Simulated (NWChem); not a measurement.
System: MgO; SMILES [O]=[Mg]

Input file for NWChem:

```
start job
memory heap 200 mb stack 900 mb global 1100 mb
geometry units angstroms noautoz
  Mg     0.000000     0.000000    -0.707128
  O      0.000000     0.000000     1.035598
end
basis spherical
  * library def2-tzvpd
end
dft
  xc xpbe96 cpbe96
  iterations 150
  mulliken
end
task dft gradient
```

Parts of the log:

```
             Northwest Computational Chemistry Package (NWChem) 7.3.0
             --------------------------------------------------------

 ORDER OF PRIMARY AXIS IS BEING SET TO 4
 C4V symmetry detected

                             Geometry "geometry" -> ""
                             -------------------------

 Output coordinates in angstroms (scale by  1.889725989 to convert to a.u.)

  No.       Tag          Charge          X              Y              Z
 ---- ---------------- ---------- -------------- -------------- --------------
    1 Mg                  12.0000     0.00000000     0.00000000    -0.69709040
    2 O                    8.0000     0.00000000     0.00000000     1.04563560

 Effective nuclear repulsion energy (a.u.)      29.1503173212

      Symmetry information
      --------------------

 Group name             C4v
 Group number             18
 Group order               8
 No. of unique centers     2

  pbe96 is a nonlocal functional; adding pw91lda local functional.

                                 NWChem DFT Module
                                 -----------------

 Summary of "ao basis" -> "ao basis" (spherical)
 ------------------------------------------------------------------------------
       Tag                 Description            Shells   Functions and Types
 ---------------- ------------------------------  ------  ---------------------
 Mg                        def2-tzvpd               13       35   5s5p3d
 O                         def2-tzvpd               14       40   6s4p3d1f

      Symmetry analysis of basis
      --------------------------

        a1         27
        a2          0
        b1          7
        b2          7
        e          34

            General Information
            -------------------
          SCF calculation type: DFT
          Wavefunction type:  closed shell.
          No. of atoms     :     2
          No. of electrons :    20
           Alpha electrons :    10
            Beta electrons :    10
          Charge           :     0
          Spin multiplicity:     1
          Use of symmetry is: on ; symmetry adaption is: on
          Maximum number of iterations: 150
          AO basis - number of functions:    75
                     number of shells:    27
          Convergence on energy requested:  1.00D-06
          Convergence on density requested:  1.00D-05
          Convergence on gradient requested:  5.00D-04

              XC Information
              --------------
          PerdewBurkeErnzerhof Exchange Functional  1.000
            Perdew 1991 LDA Correlation Functional  1.000 local
           PerdewBurkeErnz. Correlation Functional  1.000 non-local

             Grid Information
             ----------------
          Grid used for XC integration:  medium
          Radial quadrature: Mura-Knowles
          Angular quadrature: Lebedev.
          Tag              B.-S. Rad. Rad. Pts. Rad. Cut. Ang. Pts.
          ---              ---------- --------- --------- ---------
          Mg                  1.50       88          11.0       590
          O                   0.60       49          12.0       434
          Grid pruning is: on
          Number of quadrature shells:   137
          Spatial weights used:  Erf1

      Superposition of Atomic Density Guess
      -------------------------------------

 Sum of atomic energies:        -274.39107590

      Non-variational initial energy
      ------------------------------

 Total energy =    -274.197178
 1-e energy   =    -440.450493
 2-e energy   =     137.102997
 HOMO         =      -0.450066
 LUMO         =      -0.175372

      Symmetry analysis of molecular orbitals - initial
      -------------------------------------------------

 !! scf_movecs_sym_adapt:   14 vectors were symmetry contaminated

  Symmetry fudging

 !! scf_movecs_sym_adapt:   10 vectors were symmetry contaminated

  Numbering of irreducible representations:

     1 a1          2 a2          3 b1          4 b2          5 e

  Orbital symmetries:

     1 a1          2 a1          3 a1          4 a1          5 e
     6 e           7 a1          8 a1          9 e          10 e
    11 a1         12 e          13 e          14 a1         15 a1
    16 e          17 e          18 a1         19 e          20 e

     ---------------------------------------------
      Total Density - Mulliken Population Analysis
     ---------------------------------------------

    Atom       Charge   Shell Charges
 -----------   ------   -------------------------------------------------------
    1 Mg  12    10.39   2.00  0.71  1.29  0.23  0.05  5.11  0.88  0.06  0.02 -0.00  0.00  0.05 -0.01
    2 O    8     9.61   0.79  1.18  0.62  1.01  0.33 -0.04  2.18  2.36  1.12  0.04  0.00  0.00  0.00  0.00

[...]

                         DFT ENERGY GRADIENTS

    atom               coordinates                        gradient
                 x          y          z           x          y          z
   1 Mg      0.000000   0.000000  -1.317310    0.000000   0.000000   0.004029
   2 O       0.000000   0.000000   1.975965    0.000000   0.000000  -0.004029
```

Level: PBE/def2-TZVPD. Coordinates come from a B3LYP/6-31G* (spherical d) optimisation.
